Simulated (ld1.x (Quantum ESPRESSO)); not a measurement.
**lithium (Li): one change to a TM potential, before and after**

ld1.x (Quantum ESPRESSO) 7.5 input, shortened:

```
&input
   title='Li', zed=3., rel=1, dft='PBE', iswitch=3,
   config='[He] 2s1 2p0'
 /
 &inputp
   pseudotype=2, tm=.true., lloc=0,
   nlcc=.false.
 /
2
2P  2  1   0.00   0.00  4.20  4.20  0.0
1S  1  0   2.00   0.00  0.70  0.70  0.0
 &test
   configts(1)='1s2 2s1 2p0'
 /
```

Occupied shells without a wave of their own: 2s. They enter only through the test configuration that unscreens the potential.

All-electron outer shells of the reference configuration (PBE, scalar-relativistic, ld1.x):

| shell | level (eV) | outermost node (bohr) | outermost maximum (bohr) |
| --- | --- | --- | --- |
| 1s | -51.85 | – | 0.36 |
| 2s | -2.87 | 0.83 | 3.12 |
| 2p | -1.09 | – | 3.81 |

Change: local potential the p channel.

Cutoffs: the cutoffs (Ry, on a coarse ladder) from which the occupation-weighted sum of valence levels, in a spherical-Bessel basis at the reference potential, stays within 10 and 1 mRy of its value at 400 Ry; they do not see the model core or the augmentation charge, which bear on the density cutoff. Errors are all-electron minus pseudo energies relative to the spin-unpolarised reference configuration.

Task: How do hardness, ghosts and transferability respond?

Result: The miss of the reference levels goes from 0.01 to 0.21 eV; of the 4 tests that both files solve, the error grows in 4 and shrinks in 0 by more than 15 % and 0.3 meV (median size 15.0 → 248.4 meV); the range in which the s phases agree narrows (upper end 0.8 → -0.4); neither file shows a bound ghost.

```csv
quantity,base,changed
"cutoff, loose",160 Ry,160 Ry
"cutoff, tight",over 300 Ry,over 300 Ry
bound ghosts,none,none
"largest miss of a reference level, eV",0.01,0.21
"error for 1s2 2s0 2p0, meV [ΔE 5.30 eV]",+22,-313
"error for 1s2 2s0.5 2p0, meV [ΔE 2.05 eV]",+8.2,-132
"error for 1s2 2s0 2p1, meV [ΔE 1.79 eV]",+7.5,-223
"error for 1s1 2s1 2p0, meV [ΔE 68.41 eV]",+116,-274
s: phases at 4.57 bohr within 0.05 rad from the reference energy up to (Ry; the scan ends near 5),0.8,-0.4
p: phases at 4.57 bohr within 0.05 rad from the reference energy up to (Ry; the scan ends near 5),0.6,0.6
```

Changed file: The 2s level has no wave, so the channel is fitted at the deeper level alone: the likely source of the large errors.
